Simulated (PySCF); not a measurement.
Electric field gradients and quadrupole coupling constants

Species: C₆H₇FO.
Numbering: `[CH2:1]=[CH:2]/[CH:3]=[C:4](\[CH3:5])[C:6](=[O:7])[F:8]` (hydrogens: H9, H10 on C1; H11 on C2; H12 on C3; H13, H14, H15 on C5)

Geometry (GFN2-xTB, Å), atoms numbered from 1 in this order:
```
atom  x, y, z in Å
C1     1.3472   -0.3540    2.4105
C2     0.7751   -0.5638    1.2249
C3     0.1390    0.4863    0.4776
C4    -0.4558    0.3286   -0.7247
C5    -0.5381   -0.9710   -1.4685
C6    -1.0818    1.4612   -1.3968
O7    -1.6698    1.4883   -2.4278
F8    -0.9465    2.6356   -0.6973
H9     1.3601    0.6232    2.8648
H10    1.8191   -1.1480    2.9628
H11    0.7768   -1.5531    0.7905
H12    0.1486    1.4655    0.9380
H13    0.4577   -1.3355   -1.7156
H14   -1.0949   -0.8273   -2.3906
H15   -1.0411   -1.7281   -0.8699
```

Field gradients from the PBE0/pcSseg-1 density (PySCF, non-relativistic), principal values in atomic units, ordered |Vxx| ≤ |Vyy| ≤ |Vzz|:

```tsv
atom	Vxx	Vyy	Vzz
O7	0.5086	1.0595	-1.5681
```

Task: Find the asymmetry η = (Vxx − Vyy)/Vzz and the couplings χ = eQV/h (234.96 MHz × Q in barn × V in au), with Q(17O) = −0.0256 b.

Result: 
```
atom      environment  nucleus     η  χzz (MHz)  χxx (MHz)  χyy (MHz)
  O7  carbonyl oxygen      17O  0.35       9.43      -3.06      -6.37
```

Task: What is Vzz at O7 in SI units (1 au = 9.71736 × 10²¹ V/m²)?

Result: -1.5681 au = -15.238 × 10²¹ V/m².

Task: And the gradient at the other heavy atoms, for which no coupling is worked out here?

Result: 
```tsv
atom	environment	Vzz (au)	η
C1	terminal =CH2 carbon	0.390	0.27
C2	alkene CH carbon	0.333	0.42
C3	alkene CH carbon	0.413	0.22
C4	fully substituted alkene carbon	0.208	0.96
C5	allylic carbon	0.113	0.64
C6	acyl halide carbon	-0.516	0.22
F8	acyl fluorine	2.563	0.29
```

Task: What couplings would deuterons (Q(2H) = 0.00286 b) have in place of the hydrogens, at this geometry?

Result: 
```
atom  bonded to  bond length (Å)  Vzz (au)     η  χzz (kHz)
  H9         C1            1.078    0.3318  0.05        223
 H10         C1            1.076    0.3354  0.04        225
 H11         C2            1.080    0.3238  0.06        218
 H12         C3            1.082    0.3147  0.05        212
 H13         C5            1.089    0.3119  0.02        210
 H14         C5            1.087    0.3059  0.03        206
 H15         C5            1.088    0.3127  0.02        210
```

Isolated species at its GFN2-xTB geometry (one conformer only). GFN2-xTB bond lengths can be off by several hundredths of an ångström, more for odd bonds, and the gradients follow them. The small basis limits the accuracy of the gradients.

These values come from a run that also computed NMR shieldings. On one thread, Arm Neoverse V2 (shared host), this took 21 s.
